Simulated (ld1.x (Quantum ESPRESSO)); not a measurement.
## Pseudopotential generation for lithium: RRKJ, PBE, scalar-relativistic.

ld1.x (Quantum ESPRESSO) 7.5 input, shortened:

```
&input
   title='Li', zed=3., rel=1, dft='PBE', iswitch=3,
   config='[He] 2s0 2p0'
 /
 &inputp
   pseudotype=2, tm=.false., rho0=0.005, lloc=0,
   nlcc=.false.
 /
2
2P  2  1   0.00   0.00  4.20  4.20  0.0
1S  1  0   2.00   0.00  0.60  0.60  0.0
 &test
   configts(1)='1s2 2s0 2p0'
 /
```

Poles of the logarithmic derivatives, all-electron (AE) and pseudo (PS). s: poles at -0.3, 1.6, 4.6 (AE) and -0.3, 1.6, 4.6 (PS) Ry. p: poles at -0.2, 1.4, 4.0 (AE) and -0.2, 2.0 (PS) Ry. Test radius 4.57 bohr.

- Cutoffs needed: 180 Ry and over 300 Ry (the cutoffs (Ry, on a coarse ladder) from which the occupation-weighted sum of valence levels, in a spherical-Bessel basis at the reference potential, stays within 10 and 1 mRy of its value at 400 Ry)
- Ghost test: no extra level below or beside the all-electron valence levels (p, s, d, f tested) (spherical-Bessel basis up to 400 Ry, 20 bohr box)
- Configuration tests: 1 of 4 tests not solved or not reliable; not counted: 1s2 2s0 2p1 (solver errors, printed error -1.9 eV)
